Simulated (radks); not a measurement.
The numbers below are computed, except where a source is named.
Q: Re2+, configuration [Xe] 4f14 5d5 (the NIST ground configuration). Level of theory: Dirac Kohn-Sham, BLYP, spin-unpolarised, spherical densities, finite nucleus; open shells fill j = l - 1/2 first; Fermi nuclear charge, rms radius 5.3698 fm (a radial shooting solver on a logarithmic mesh with Libxc functionals).

Spin-orbit splittings of the eigenvalues, e(l+1/2) - e(l-1/2), with zeta = 2 splitting/(2l+1) and mean radii in bohr:

| shell | occ. | splitting (eV) | zeta (eV) | <r> j=l-1/2 | <r> j=l+1/2 |
|---|---|---|---|---|---|
| 2p | 6 | 1440 | 960.0 | 0.06246 | 0.07053 |
| 3p | 6 | ? | ? | 0.1870 | 0.2019 |
| 3d | 10 | 67.89 | 27.15 | 0.1765 | 0.1811 |
| 4p | 6 | 73.00 | 48.67 | 0.4450 | 0.4785 |
| 4d | 10 | 13.49 | 5.395 | 0.4934 | 0.5048 |
| 4f | 14 | 2.512 | 0.7177 | 0.5763 | 0.5852 |
| 5p | 6 | 10.98 | 7.323 | 1.137 | 1.239 |
| 5d | 5 | 0.9655 | 0.3862 | 1.767 | 1.826 |

Estimate the 3p splitting.

A: 312.7 eV (zeta = 208.5 eV).
